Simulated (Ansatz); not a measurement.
A set of 12 reactions (ligand exchange), with CCSD(T)/CBS values in kJ/mol:

| reaction | ΔE |
| --- | --- |
| `[Cl][Al]([Cl])[GeH3]` + H₂S → `[SH][Al]([Cl])[Cl]` + GeH₄ | -77.7 |
| `FC[NH][AlH2]` + `C[SiH](O)F` → `C[SiH](F)[O][AlH2]` + `NCF` | -73.5 |
| `O[SiH2]SS` + `[NH2][AlH2]` → `O[SiH2][NH][AlH2]` + `SS` | -2.2 |
| `BN[SiH](F)F` + `CC(O)[SiH3]` → `BOC(C)[SiH3]` + `N[SiH](F)F` | -17.6 |
| `N[Si]Br` + `[SiH3]N[SiH3]` → `[SiH3]N([SiH3])[Si]Br` + NH₃ | -4.0 |
| `OB(O)[SiH2]F` + `FC(F)(F)[SeH]` → `OB(O)[Se]C(F)(F)F` + `F[SiH3]` | -87.4 |
| `F[SiH2]I` + `CO[SiH2]S` → `CO[SiH2]S[SiH2]F` + HI | 14.4 |
| `OC#CC[SiH3]` + `N=C(F)F` → `FC(F)=N[SiH3]` + `CC#CO` | -53.7 |
| `C[SiH](F)CCl` + CH₃OH → `CO[SiH](C)F` + `CCl` | -118.5 |
| `O[SiH](F)N[SiH2]F` + `OBS` → `F[SiH2]OBS` + `N[SiH](O)F` | -32.8 |
| `B[O][Al]([Cl])[Cl]` + `N=CF` → `BN=CF` + `[OH][Al]([Cl])[Cl]` | 26.3 |
| `[CH3][SnH2][Cl]` + HBr → `[Cl][SnH2][Br]` + CH₄ | -118.4 |

Program: Ansatz. Geometries: PBE0-D4/def2-TZVP. ΔE: electronic, gas phase. CCSD(T)/CBS adds triple-zeta CCSD(T) − MP2 to the extrapolated MP2 energy (def2 sets, frozen cores). This one scheme is used for every species. DFT in def2-TZVPP. Elements past krypton have def2 core potentials. For Br, Ge, I, Se, Sn outer-core shells are correlated without core-valence functions, which leaves a few kJ/mol of doubt a bond. Scalar relativity is left out up to krypton. Each species was taken in one conformer, which may not be the lowest.

Q: Give the mean, mean absolute and largest difference (level minus CCSD(T)/CBS, kJ/mol) for: r2SCAN-D4, PBE0-D4, ωB97X-V, B2PLYP, PBE, PBE0, HF/def2-TZVPP, SCS-MP2/def2-TZVPP, CCSD(T)/def2-TZVPP, MP2/def2-QZVPP, SCS-MP2/def2-QZVPP, HF/CBS(def2), MP2/CBS(def2), CCSD/CBS(def2). (Estimate.)

A: Ansatz gave: 
```tsv
level	mean	mean absolute	largest
r2SCAN-D4	-1.3	3.3	-12.0
PBE0-D4	1.8	4.5	-11.3
ωB97X-V	0.4	1.9	9.2
B2PLYP	-1.0	3.8	12.3
PBE	4.2	7.8	-21.2
PBE0	3.0	5.4	12.1
HF/def2-TZVPP	-3.0	13.1	29.2
SCS-MP2/def2-TZVPP	-1.5	3.3	-5.5
CCSD(T)/def2-TZVPP	0.3	2.0	8.2
MP2/def2-QZVPP	-2.0	2.6	-9.1
SCS-MP2/def2-QZVPP	-1.8	3.1	-6.4
HF/CBS(def2)	-3.4	14.0	29.2
MP2/CBS(def2)	-2.0	3.2	-9.2
CCSD/CBS(def2)	0.1	2.1	5.6
```

The largest T1 diagnostic in the set is 0.015, for `BN=CF` (customary mark 0.02).

CCSD(T)/CBS is a level of theory with its own doubt, and the functionals carry their triple-zeta basis error, so these figures describe this set and don't rank the functionals.
